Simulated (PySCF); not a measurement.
# Correlation energy of Sn²⁺ (tin, charge +2)

[Kr] 4d10 5s1 5d1, high-spin 3D determinant (an excited configuration). Computed with PySCF 2.14 in aug-cc-pVTZ-DK3 (8s7p5d2f, 68 functions), with scalar relativity by spin-free X2C-1e. Frozen: [Kr] 4d10; 2 electrons correlated.

With two correlated electrons CCSD is exact within the correlated space (frozen core and kept virtual orbitals).

| level | correlation energy (mhartree) |
| --- | --- |
| CCSD | -8.42 |

Diagnostics: T1 = 0.0051, D1 = 0.0100, largest double amplitude 0.048.

The outer electron is Rydberg-like, and this basis confines it to a smaller radius and binds it less than a complete one would.

Cost of the coupled-cluster step: roughly 0.8 core-seconds, for 2 correlated electrons.

Iterations:

```
CC2 = 0
CCSD nocc = (np.int64(2), np.int64(0)), nmo = (45, 45)
frozen orbitals [[0, 1, 2, 3, 4, 5, 6, 7, 8, 9, 10, 11, 12, 13, 14, 15, 16, 17, 18, 19, 20, 21, 22], [0, 1, 2, 3, 4, 5, 6, 7, 8, 9, 10, 11, 12, 13, 14, 15, 16, 17, 18, 19, 20, 21, 22]]
max_cycle = 100
direct = 0
conv_tol = 1e-08
conv_tol_normt = 1e-06
diis_space = 8
diis_start_cycle = 0
Init t2, MP2 energy = -0.00500331416054413
Init E_corr(UCCSD) = -0.00500331416151211
cycle = 1  E_corr(UCCSD) = -0.00696547833620938  dE = -0.00196216417  norm(t1,t2) = 0.0287327
cycle = 2  E_corr(UCCSD) = -0.00778389724196445  dE = -0.000818418906  norm(t1,t2) = 0.0129389
cycle = 3  E_corr(UCCSD) = -0.0084320774803996  dE = -0.000648180238  norm(t1,t2) = 0.00594134
cycle = 4  E_corr(UCCSD) = -0.0084231978613121  dE = 8.87961909e-06  norm(t1,t2) = 0.00039211
cycle = 5  E_corr(UCCSD) = -0.00842488489375001  dE = -1.68703244e-06  norm(t1,t2) = 8.74448e-05
cycle = 6  E_corr(UCCSD) = -0.00842403116907972  dE = 8.5372467e-07  norm(t1,t2) = 1.36354e-05
cycle = 7  E_corr(UCCSD) = -0.00842436759758484  dE = -3.36428505e-07  norm(t1,t2) = 2.98011e-06
cycle = 8  E_corr(UCCSD) = -0.00842431214244839  dE = 5.54551364e-08  norm(t1,t2) = 9.27255e-07
cycle = 9  E_corr(UCCSD) = -0.0084242792105578  dE = 3.29318906e-08  norm(t1,t2) = 4.53125e-07
cycle = 10  E_corr(UCCSD) = -0.0084242875141211  dE = -8.3035633e-09  norm(t1,t2) = 9.26588e-08
UCCSD converged
E(UCCSD) = -6172.184050156266  E_corr = -0.008424287514121102
```
